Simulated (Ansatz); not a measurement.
`N/C=[CH]/[SnH3]` + `C#CC(C)F` → `C#C[CH](C)[SnH3]` + `N/C=C\F`  (formal exchange of groups at the Sn–C bond)

Isolated molecules relaxed with PBE0-D4/def2-TZVP in Ansatz; ΔE leaves out vibrations. CBS: MP2 limit from def2 TZ/QZ plus the TZ coupled-cluster correction, frozen cores. Double bonds are as drawn, so ΔE can hold a change between cis and trans. DFT in def2-TZVPP. B3LYP here is the variant with VWN-RPA as its local correlation; programs differ in this. def2 core potentials past Kr. For Sn outer-core shells are correlated without core-valence functions, which leaves a few kJ/mol of doubt a bond. Each species was taken in one conformer, which may not be the lowest.

`N/C=[CH]/[SnH3]`:

Cartesian coordinates in Å:
```
N 0.665 0.477 -2.177
C 0.075 0.014 -1.025
C 0.394 0.355 0.230
Sn -0.700 -0.354 1.876
H 1.557 0.934 -2.079
H 0.588 -0.101 -2.995
H -0.759 -0.658 -1.219
H 1.233 1.030 0.394
H 0.299 -1.213 2.970
H -1.439 0.920 2.749
H -1.913 -1.403 1.277
```

`C#CC(C)F`:

Cartesian coordinates in Å:
```
C -1.573 -1.591 0.493
C -0.678 -0.948 0.021
C 0.390 -0.138 -0.551
C 0.583 1.172 0.179
F 1.582 -0.853 -0.517
H -2.362 -2.169 0.913
H 0.169 0.044 -1.609
H 1.397 1.732 -0.283
H -0.331 1.766 0.128
H 0.822 0.986 1.226
```

`C#C[CH](C)[SnH3]`:

```xyz
13

C    -1.222   -2.120    0.853
C    -0.502   -1.329    0.301
C     0.338   -0.347   -0.338
C    -0.304    0.280   -1.575
Sn    0.825    1.166    1.152
H    -1.854   -2.826    1.335
H     1.293   -0.808   -0.605
H    -0.531   -0.485   -2.322
H     0.364    1.014   -2.032
H    -1.240    0.782   -1.323
H     1.875    2.314    0.438
H    -0.627    1.927    1.625
H     1.585    0.433    2.491
```

`N/C=C\F`:

```xyz
8

N     0.019    1.262    0.018
C     0.455   -0.036    0.211
C    -0.119   -1.126   -0.282
F    -1.273   -1.035   -0.980
H    -0.931    1.336   -0.313
H     0.204    1.890    0.782
H     1.381   -0.159    0.759
H     0.262   -2.132   -0.194
```

```json
{"level": "r2SCAN-D4", "ΔE (kcal/mol)": "1.6", "difference from CCSD(T)/CBS": "-0.1"}
{"level": "PBE0-D4", "ΔE (kcal/mol)": "1.0", "difference from CCSD(T)/CBS": "-0.7"}
{"level": "B3LYP-D4", "ΔE (kcal/mol)": "1.1", "difference from CCSD(T)/CBS": "-0.6"}
{"level": "ωB97X-V", "ΔE (kcal/mol)": "2.3", "difference from CCSD(T)/CBS": "0.6"}
{"level": "ωB97M-V", "ΔE (kcal/mol)": "2.2", "difference from CCSD(T)/CBS": "0.5"}
{"level": "B2PLYP", "ΔE (kcal/mol)": "2.6", "difference from CCSD(T)/CBS": "0.9"}
{"level": "PBE", "ΔE (kcal/mol)": "1.1", "difference from CCSD(T)/CBS": "-0.6"}
{"level": "PBE0", "ΔE (kcal/mol)": "1.6", "difference from CCSD(T)/CBS": "-0.1"}
{"level": "B3LYP", "ΔE (kcal/mol)": "2.3", "difference from CCSD(T)/CBS": "0.6"}
{"level": "MP2/def2-TZVPP", "ΔE (kcal/mol)": "2.0", "difference from CCSD(T)/CBS": "0.3"}
{"level": "CCSD/def2-TZVPP", "ΔE (kcal/mol)": "2.7", "difference from CCSD(T)/CBS": "1.0"}
{"level": "CCSD(T)/def2-TZVPP", "ΔE (kcal/mol)": "2.4", "difference from CCSD(T)/CBS": "0.7"}
{"level": "HF/def2-QZVPP", "ΔE (kcal/mol)": "5.0", "difference from CCSD(T)/CBS": "3.3"}
{"level": "MP2/def2-QZVPP", "ΔE (kcal/mol)": "1.5", "difference from CCSD(T)/CBS": "-0.2"}
{"level": "SCS-MP2/def2-QZVPP", "ΔE (kcal/mol)": "2.3", "difference from CCSD(T)/CBS": "0.6"}
{"level": "MP2/CBS(def2)", "ΔE (kcal/mol)": "1.3", "difference from CCSD(T)/CBS": "-0.4"}
{"level": "CCSD(T)/CBS", "ΔE (kcal/mol)": "1.7", "difference from CCSD(T)/CBS": "0"}
```

Largest T1 diagnostic among the species: 0.013.

The D4 term adds −1.2 kcal/mol with B3LYP and −0.7 kcal/mol with PBE0; it sums over pairs of atoms, weighted by their polarisabilities, and B3LYP, whose exchange is more repulsive, gets the larger term. In def2-TZVPP, CCSD(T) changes the Hartree–Fock value by −2.8 kcal/mol (the triples alone add −0.2 kcal/mol) and MP2 by −3.2 kcal/mol.
